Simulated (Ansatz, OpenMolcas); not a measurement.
# How methods differ on C2H3Cl2Si (SMILES [H]/[C]=C/[SiH](Cl)Cl)

C2H3Cl2Si has 8 atoms, charge 0, and is taken as a doublet. SMILES: `[H]/[C]=C/[SiH](Cl)Cl`. Geometry: relaxed at PBE0-D4/def2-TZVP. This is one conformer, not always the lowest.

```xyz
8

C    -0.4672    1.5498    0.6593
C    -0.1936    0.2791    0.7379
Si    0.3016   -0.6358   -0.7911
Cl   -1.0131   -2.1666   -1.1309
Cl    2.1641   -1.4435   -0.5346
H    -0.7725    2.3764    1.2856
H    -0.2496   -0.2621    1.6890
H     0.3225    0.2456   -1.9711
```

Each level gives the vertical ionisation energy (to the singlet cation) (eV). The values are calculated.

```
            level                    kind     program  value (eV)  less CCSD(T)/def2-SVP  CPU time (all runs)
  USVWN5/def2-SVP                     LDA  OpenMolcas        8.91                  -0.11                 44 s
U-revPBE/def2-SVP                     GGA  OpenMolcas        8.94                  -0.08                 69 s
   UTPSS/def2-SVP                meta-GGA  OpenMolcas        9.12                  +0.10                 88 s
  UB3LYP/def2-SVP           global hybrid      Ansatz        9.25                  +0.23                 29 s
 U-wB97X/def2-SVP  range-separated hybrid      Ansatz        9.45                  +0.43              1.8 min
 UB2PLYP/def2-SVP           double hybrid      Ansatz        9.16                  +0.14                 36 s
 RPA@PBE/def2-SVP                     RPA      Ansatz        9.00                  -0.02                 40 s
UCCSD(T)/def2-SVP   coupled cluster or CI      Ansatz        9.02                   0.00              2.1 min
```

Differences are taken from UCCSD(T)/def2-SVP for orientation; it has basis-set and higher-order errors of its own. The values span 8.91 to 9.45 eV. Spin contamination of the reference (⟨S²⟩ at least 0.1 too high) touches UCCSD(T)/def2-SVP. Times are those of the runs behind each value, whatever else they computed, on shared processors of several kinds: orders of magnitude only.
